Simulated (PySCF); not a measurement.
Which level of theory gave which numbers?

HCF2CF2OMe, C₃H₄F₄O.
SMILES: `COC(F)(F)C(F)F`

The closed-shell ground state was solved 5 times with PySCF (density fitting, gas phase), always in the pcSseg-1 basis (156 functions), with these functionals: B97-2, CAM-B3LYP, LDA, PBE0 and wB97X-D. Geometry: PBE0-D3(BJ)/def2-SVP, one conformer, isolated molecule.

```json
{"row": "P", "total energy (Eh)": "-591.1062", "HOMO (eV)": "-10.84", "LUMO (eV)": "2.37", "dipole (D)": "2.78"}
{"row": "Q", "total energy (Eh)": "-587.1709", "HOMO (eV)": "-7.76", "LUMO (eV)": "0.52", "dipole (D)": "2.67"}
{"row": "R", "total energy (Eh)": "-591.0960", "HOMO (eV)": "-11.34", "LUMO (eV)": "3.45", "dipole (D)": "2.79"}
{"row": "S", "total energy (Eh)": "-590.6783", "HOMO (eV)": "-9.35", "LUMO (eV)": "1.56", "dipole (D)": "2.73"}
{"row": "T", "total energy (Eh)": "-591.0802", "HOMO (eV)": "-9.08", "LUMO (eV)": "1.55", "dipole (D)": "2.73"}
```

Q: Which functional belongs to which row?

A: P = CAM-B3LYP, Q = LDA, R = wB97X-D, S = PBE0, T = B97-2. By rising HOMO–LUMO gap: LDA (LDA) 8.28 eV; B97-2 (global hybrid, 21 % exact exchange) 10.63 eV; PBE0 (global hybrid, 25 % exact exchange) 10.91 eV; CAM-B3LYP (range-separated hybrid) 13.21 eV; wB97X-D (range-separated hybrid) 14.79 eV. Total energies of different functionals aren't bounds to one another; each is stationary for its own functional.

Shape of the structure used: `[CH3:1][O:2][C:3]([F:4])([F:5])[CH:6]([F:7])[F:8]`: C1–O2–C3–F4 56°, O2–C3–C6–F7 -63°.

The pairwise dispersion term of wB97X-D wasn't added to the energies; at a given geometry it leaves orbitals and properties as they are.
